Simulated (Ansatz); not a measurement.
Frontier orbitals of CH5AlFNSSi (`[F][Al]1[SiH2]NC[S]1`).

| atom | x (Å) | y (Å) | z (Å) |
| --- | --- | --- | --- |
| F1 | -1.526 | 2.870 | -1.460 |
| Al2 | -0.825 | 1.587 | -0.699 |
| Si3 | -0.473 | -0.779 | -1.107 |
| N4 | 0.716 | -0.894 | 0.177 |
| C5 | 0.528 | -0.107 | 1.356 |
| S6 | 0.304 | 1.762 | 1.148 |
| H7 | -1.623 | -1.689 | -0.845 |
| H8 | 0.188 | -1.201 | -2.370 |
| H9 | 1.679 | -0.913 | -0.124 |
| H10 | 1.386 | -0.193 | 2.021 |
| H11 | -0.354 | -0.442 | 1.901 |

Charge 0, multiplicity 1. The structure was optimised at the PBE0-D4/def2-TZVP level. Basis def2-TZVPP, Ansatz.

| functional | HOMO (eV) | LUMO (eV) |
| --- | --- | --- |
| ωB97M-V | -8.92 | 0.31 |

(1) Give HOMO and LUMO (eV) with LDA (SPW92), PBE, revPBE, BLYP, r2SCAN, B97M-V, PBE0, B3LYP, r2SCANh, r2SCAN0, HSE06 (plane-wave form), BHLYP, CAM-B3LYP, LC-ωPBE, ωB97X-V, HF. (Estimate.)

## Answers

(1) Ansatz gave: 
```csv
functional,HOMO,LUMO
LDA (SPW92),-5.85,-2.32
PBE,-5.70,-2.11
revPBE,-5.64,-2.02
BLYP,-5.54,-1.94
r2SCAN,-5.94,-1.94
B97M-V,-6.02,-2.06
PBE0,-6.87,-1.39
B3LYP,-6.64,-1.54
r2SCANh,-6.37,-1.68
r2SCAN0,-7.03,-1.29
HSE06 (plane-wave form),-6.47,-1.75
BHLYP,-7.91,-0.56
CAM-B3LYP,-8.12,-0.38
LC-ωPBE,-9.40,0.63
ωB97X-V,-9.08,0.54
HF,-9.54,1.45
```

B3LYP here is the variant with VWN-RPA as its local correlation; programs differ in this. LC-ωPBE has ω = 0.4 bohr⁻¹. Positive LUMOs are unbound and depend on the basis.
